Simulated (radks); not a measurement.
Values are calculated unless marked as measured or tabulated.
Bi3+, 80 electrons, occupied as [Hg]. Code: a radial shooting solver on a logarithmic mesh with Libxc functionals. Model: scalar-relativistic Kohn-Sham, exchange-only LDA, spin-polarised, spherical densities, finite nucleus; Fermi nuclear charge, rms radius 5.5211 fm.

Unscreened Slater integrals over Kohn-Sham orbitals (eV). They are taken over the spin-up orbitals. Empty in this configuration: 6p.

| integral | value |
|---|---|
| F0(6s,6s) | 12.115 |
| F0(6s,5d) | 14.227 |
| G2(6s,5d) | 3.0173 |
| F0(6s,5p) | 14.828 |
| G1(6s,5p) | 1.2025 |
| F0(6s,4f) | 15.854 |
| G3(6s,4f) | 0.48039 |
| F0(6s,6p) | 10.755 |
| G1(6s,6p) | 6.7634 |
| F0(5d,5d) | 20.080 |
| F2(5d,5d) | 10.523 |
| F4(5d,5d) | 7.0425 |
| F0(5d,5p) | 22.365 |
| F2(5d,5p) | 11.338 |
| G1(5d,5p) | 13.858 |
| G3(5d,5p) | 8.6349 |
| F0(5d,4f) | 25.831 |
| F2(5d,4f) | 6.3298 |
| F4(5d,4f) | 2.9814 |
| G1(5d,4f) | 1.8983 |
| G3(5d,4f) | 1.8900 |
| G5(5d,4f) | 1.5436 |
| F0(5d,6p) | 11.980 |
| F2(5d,6p) | 3.9896 |
| G1(5d,6p) | 1.5492 |
| G3(5d,6p) | 1.3418 |
| F0(5p,5p) | 25.818 |
| F2(5p,5p) | 13.917 |
| F0(5p,4f) | 31.879 |
| F2(5p,4f) | 9.8537 |
| G2(5p,4f) | 3.4163 |
| G4(5p,4f) | 2.9935 |
| F0(5p,6p) | 12.343 |
| F2(5p,6p) | 3.0952 |
| G0(5p,6p) | 0.54590 |
| G2(5p,6p) | 0.74155 |
| F0(4f,4f) | 56.224 |
| F2(4f,4f) | 28.345 |
| F4(4f,4f) | 18.147 |
| F6(4f,4f) | 13.164 |
| F0(4f,6p) | 13.005 |
| F2(4f,6p) | 1.4255 |
| G2(4f,6p) | 0.32352 |
| G4(4f,6p) | 0.30671 |
| F0(6p,6p) | 9.8524 |
| F2(6p,6p) | 5.4281 |
